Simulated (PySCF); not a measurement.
C6H6O, SMILES O1C=C[C@@H](C1)C#C.

Geometry: PBE-D3(BJ)/def2-SVP. The structure was generated by enumeration; whether it is a known compound was not checked. The values are those of a single conformer.

Calculation: PySCF with HF/def2-TZVP.

Gas-phase values at a fixed geometry.

| Quantity | Result |
|---|---|
| total energy | -305.56847 hartree |
| highest occupied level | -9.16 eV |
| lowest empty level | 3.76 eV |
| orbital gap | 12.92 eV |
| dipole moment | 0.63 D |
| quadrupole, principal values (traceless, Buckingham form, about the centre of nuclear charge) | -4.76, -0.84, 5.60 D·Å |
| mean static polarisability | 66.9 bohr³ (9.91 Å³) |
| polarisability, principal values | 50.5, 58.9, 91.1 bohr³ |
